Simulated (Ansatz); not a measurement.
Dimer: GeH4 (SMILES [GeH4]) (first 5 atoms) with H2Se (SMILES [SeH2]); geometry from B3LYP-D3(BJ)/def2-TZVP, rigid monomers moved along the line of their centres of mass till Ge1···Se6 is 4.55 Å.
(charge 0, multiplicity 1):
```xyz
8

Ge     0.11058     0.05084    -0.08422
H     -1.40388     0.02942     0.15658
H      0.39074     0.12047    -1.59506
H      0.74359    -1.22942     0.48266
H      0.73231     1.27434     0.60333
Se    -0.12787    -0.83232     4.37668
H     -0.33064     0.17844     5.42584
H      1.23125    -0.33807     4.11431
```

Interaction energies are E(AB) − E(A) − E(B) at the monomers' geometry in the complex; basis-set methods are counterpoise corrected.

Frozen-core correlation. Filled d and f shells under p-block atoms count as core. CBS(a, b) extrapolates the correlation energy as X⁻³ and adds the Hartree–Fock energy of set b.

The values were computed with Ansatz (Gaussian orbitals). Values without a source in brackets are computed.

What interaction energy does HF/aug-cc-pVDZ give?

-1 meV

Give the interaction energy at the level MP2/CBS(aug-cc-pVDZ, aug-cc-pVTZ) + ΔCCSD(T)/aug-cc-pVDZ.

-35 meV

Give the interaction energy at the level SCS-MP2/aug-cc-pVDZ.

-25 meV

Ansatz is an electronic-structure program.
